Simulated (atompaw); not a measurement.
# What one change does to a pseudopotential (sulfur, PAW (atompaw))

sulfur (S), PAW, made with atompaw 4.2.0.5 (PBEsol, non-relativistic). Core [Ne], reference 3s2 3p4. Waves: 3s (bound): rc 1.30 bohr; 3s channel at 0.75 Ry: rc 1.55 bohr; 3p (bound): rc 1.55 bohr; 3p channel at 0.05 Ry: rc 1.55 bohr. Local part: troulliermartins scheme with l = 2 at 0.5 Ry, radius 1.55 bohr. Core correction: smooth core density matched at 1.35 bohr. Augmentation charge: sinc compensation charge, radius 1.30 bohr; PAW radius 1.55 bohr; waves and projectors: custom polynom2 7 10 vanderbiltortho.

Change: wave 3p (bound): rc 1.55 bohr becomes 3p (bound): rc 1.50 bohr.

Cutoffs: the cutoffs (Ry, on a coarse ladder) from which the occupation-weighted sum of valence levels, in a spherical-Bessel basis at the reference potential, stays within 10 and 1 mRy of its value at 400 Ry; they do not see the model core or the augmentation charge, which bear on the density cutoff.

Q: What does the change do?

A: The potential gets neither clearly harder nor softer (18 Ry and 25 Ry → 18 Ry and 25 Ry); a bound ghost appears in p, which as a rule spoils a file.

```csv
quantity,base,changed
"cutoff, loose",18 Ry,18 Ry
"cutoff, tight",25 Ry,25 Ry
loose cutoff by channel (10 mRy a level),"s 18 Ry, p 10 Ry","s 18 Ry, p 15 Ry"
bound ghosts,none,p
s: phases at 1.55 bohr within 0.05 rad from the reference energy up to (Ry; the scan ends near 5),n/a,n/a
p: phases at 1.55 bohr within 0.05 rad from the reference energy up to (Ry; the scan ends near 5),to the end of the scan,to the end of the scan
lowest overlap eigenvalue by channel,"s 0.11, p 0.67","s 0.11, p 0.65"
```

 A true bound ghost makes a file unfit for plane-wave use even where its test errors are small: the radial tests pick states by their node count and pass the ghost by. The cutoffs see the waves, projectors and local potential, not the compensation charge or the core.
